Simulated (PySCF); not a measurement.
# MH₃ across group 15

Level: PBE, basis family def2-TZVP, no relativity.

Each entry is the lowest minimum that a search over a few typed start shapes (and spin states, where more than one is plausible) found, or that minimum re-optimised at the stated level; isomers with ligand–ligand bonds, or fragments after loss of a ligand pair, can lie lower. Open shells are unrestricted; no spin–orbit coupling; PySCF with density fitting.

```tsv
molecule	2S+1	point group	mean bond to the central atom (Å)	distinct angles (°)	gap (eV)	atomisation (kJ/mol)	highest ω (cm⁻¹)
NH₃	?	?	?	?	?	?	?
PH₃	1	C3v	1.431	92	6.53	1000	2340
AsH₃	1	C3v	1.536	91	6.49	912	2142
```

(1) Fill in the row of NH₃.

Answers

(1) 2S+1: 1; point group: C3v; mean bond to the central atom (Å): 1.022; distinct angles (°): 106; gap (eV): 6.19; atomisation (kJ/mol): 1252; highest ω (cm⁻¹): 3505.

The bond lengthens at every step; the largest change, 0.409 Å, falls between NH₃ and PH₃ among the members listed.

Left out of the table are members whose search was unfinished or whose lowest solution was spin-contaminated, unstable, very soft or bonded differently.
